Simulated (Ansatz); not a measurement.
```yaml
crystal:
  periodic: [false, false, false]
  atoms:
    - {symbol: B, position_ang: [0.902391, 0.477282, 0.755321]}
    - {symbol: B, position_ang: [-0.459233, 1.310458, 0.128330]}
    - {symbol: O, position_ang: [-1.480216, 0.851848, -0.627096]}
    - {symbol: Si, position_ang: [-0.390274, -0.717984, -0.491187]}
    - {symbol: F, position_ang: [0.062538, -1.073893, -2.053173]}
    - {symbol: H, position_ang: [0.812646, 0.182979, 1.978318]}
    - {symbol: H, position_ang: [2.034940, 0.708344, 0.260833]}
    - {symbol: H, position_ang: [-1.386087, -1.799095, -0.009727]}
basis:
  gaussian: {orbitals: def2-mTZVP, point_charges: [{charge: 1.00, position_ang: [6.221, 0.517, 0.789]}]}
magnetization: {spin_polarized: true, initial_magnetization: 6}
hamiltonian: {xc: {name: B97M-V}, pseudopotentials: {relativity: scalar}}
```

```sh
$ ansatz run in.yaml --threads 2 --pin off --events-out ev --progress --plain --max-ram 4352MiB
```

Shortened log:

```
Functional definition: B97M-V
989 factors; their error is unknown
mean field evaluation 1: about -14026.7387 eV, gradient 5.0e1 eV
mean field evaluation 2: about -13887.1875 eV, gradient 1.5e2 eV
mean field evaluation 4: about -14024.6180 eV, gradient 6.1e1 eV
mean field evaluation 8: about -14046.2020 eV, gradient 2.9e0 eV
mean field evaluation 16: about -14046.2981 eV, gradient 2.5e-5 eV
mean field -14046.29813798 eV, -516.1919356478 hartree, gradient 1.1e-5 eV, S^2 12.009840; 8 other end points of the search recorded, 0 dependent functions left out
reference -14046.29821298 eV, -516.1919384040 hartree; 25, 19 occupied and 87, 93 virtual orbitals, 989 factors
Total energy: -14046.29821298 eV, -516.1919384040 hartree
Relativity: scalar
```

In this input the spin is set far too high for this molecule. The calculation finished and met its thresholds. The result belongs to that input, not to the molecule as meant.
